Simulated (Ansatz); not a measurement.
Reaction (substitution at a C–Si bond): `FC[SiH2]CS` + `O[SiH2]S` → `SCO[SiH2]S` + `FC[SiH3]`

Calculated with Ansatz (gas phase, PBE0-D4/def2-TZVP geometries, no zero-point term in ΔE). CCSD(T)/CBS is the MP2 limit (def2-TZVPP, def2-QZVPP) plus CCSD(T) − MP2 in def2-TZVPP, frozen cores. DFT in def2-TZVPP. B3LYP here is the variant with VWN-RPA as its local correlation; programs differ in this. Each species was taken in one conformer, which may not be the lowest.

| level | ΔE (kJ/mol) | difference from CCSD(T)/CBS |
| --- | --- | --- |
| PBE-D4 | 77.0 | -7.1 |
| B2PLYP | 79.0 | -5.1 |
| r2SCAN | 80.6 | -3.5 |
| B3LYP | 75.3 | -8.8 |
| MP2/def2-TZVPP | 87.2 | 3.1 |
| CCSD(T)/def2-TZVPP | 80.7 | -3.4 |
| MP2/def2-QZVPP | 89.1 | 5.0 |
| HF/CBS(def2) | 73.5 | -10.6 |
| MP2/CBS(def2) | 90.6 | 6.5 |
| CCSD/CBS(def2) | 84.7 | 0.6 |
| CCSD(T)/CBS | 84.1 | 0 |

Largest T1 diagnostic among the species: 0.012.

In def2-TZVPP, CCSD(T) changes the Hartree–Fock value by +7.0 kJ/mol (the triples alone add −0.5 kJ/mol) and MP2 by +13.5 kJ/mol. From PBE to PBE0 (25 % exact exchange), in def2-TZVPP and without D4, ΔE moves by +3.9 kJ/mol.
